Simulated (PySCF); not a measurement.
Geometry (Å), atoms numbered from 1 in this order:
```xyz
15

O     2.718    1.578    0.489
C     2.852    0.554   -0.108
O     1.928   -0.328   -0.463
C     0.571   -0.188   -0.198
C    -0.056    1.012    0.106
C    -1.425    1.025    0.321
C    -2.176   -0.133    0.233
C    -1.525   -1.315   -0.077
F    -2.237   -2.453   -0.171
C    -0.163   -1.366   -0.295
H     3.824    0.167   -0.461
H     0.512    1.924    0.181
H    -1.912    1.958    0.558
H    -3.241   -0.133    0.399
H     0.325   -2.295   -0.536
```

Calculated, not measured (PySCF 2.14.0 with density-fitted response routines): GIAO PBE0/pcSseg-1 shieldings, structure optimised with GFN2-xTB. Relativity neglected, one computed conformer, in vacuum.

Shifts are taken against calculated references (same method and geometry level): TMS for 13C.

Task: Do the 13C shifts follow the atomic charges (in e)? Tabulate both.

Result: 
```tsv
atoms	hybridisation	δ (ppm)	σ para (ppm)	Hirshfeld	IAO	Mulliken	ESP-fitted
C8	sp2	172.9	-240	+0.09	+0.30	+0.33	+0.50
C2	sp2	162.7	-219	+0.19	+0.41	+0.44	+0.63
C4	sp2	159.5	-230	+0.08	+0.19	+0.17	+0.69
C6	sp2	136.2	-206	-0.04	-0.13	-0.07	-0.01
C5	sp2	121.8	-191	-0.07	-0.20	-0.05	-0.51
C7	sp2	119.0	-189	-0.07	-0.20	-0.13	-0.42
C10	sp2	113.1	-181	-0.08	-0.21	-0.14	-0.60
```

Correlation coefficients of δ with charge over these carbons: Hirshfeld +0.91, IAO +0.95, Mulliken +0.92, ESP-fitted +0.96; with the paramagnetic shielding -0.98. With so few points these coefficients are fragile. Charge is one influence among several: hybridisation and low-lying excitations act through the paramagnetic term.

Shifts are as computed. Against solution values, carbons near 30 ppm lie about +3 ppm off and those near 130 ppm about +5 ppm. Of 1313 compounds with measured shifts, 239 miss one by over three times the rms of a fit or turn the order of signals round; such compounds aren't used in these exercises.
